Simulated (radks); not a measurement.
The numbers below are computed, except where a source is named.
Q: Ionisation of the technetium ion Tc2+, [Kr] 4d5, to [Kr] 4d4 as the strength of local exchange is varied. Level of theory: Dirac Kohn-Sham, Slater X-alpha exchange (alpha = 2/3 is LDA exchange), no correlation, spin-unpolarised, spherical densities, finite nucleus; open shells fill j = l - 1/2 first; Fermi nuclear charge, rms radius 4.4112 fm (a radial shooting solver on a logarithmic mesh with Libxc functionals).

alpha  E(Tc2+) (hartree)  exchange (hartree)  IE (eV)  -e of the level emptied (eV)  <r> of it (bohr)
0.57         -4259.79323          -101.94182   25.612                19.660 (4d5/2)             1.689
0.637        -4271.79219          -114.23480   26.723                20.658 (4d5/2)             1.659
0.667        -4277.17543          -119.76020   27.230                21.117 (4d5/2)             1.645
0.686        -4280.58821          -123.26637   27.555                21.411 (4d5/2)             1.637
0.929        -4324.46683          -168.56844   31.939                25.414 (4d5/2)             1.541
?            -4342.28385          -187.07929   33.826                27.155 (4d5/2)             1.506

Which alpha was used in the last row?

A: alpha = 1.027. NIST Atomic Spectra Database: 29.550 eV (semi-empirical). The Delta-SCF value meets it near alpha = 0.80. Spin polarisation and multiplet splitting are left out, so open shells lie too high by an amount that depends on their filling.

Beside tabulated values, note that spin-unpolarised runs miss the spin-polarisation part of the exchange energy of open shells.
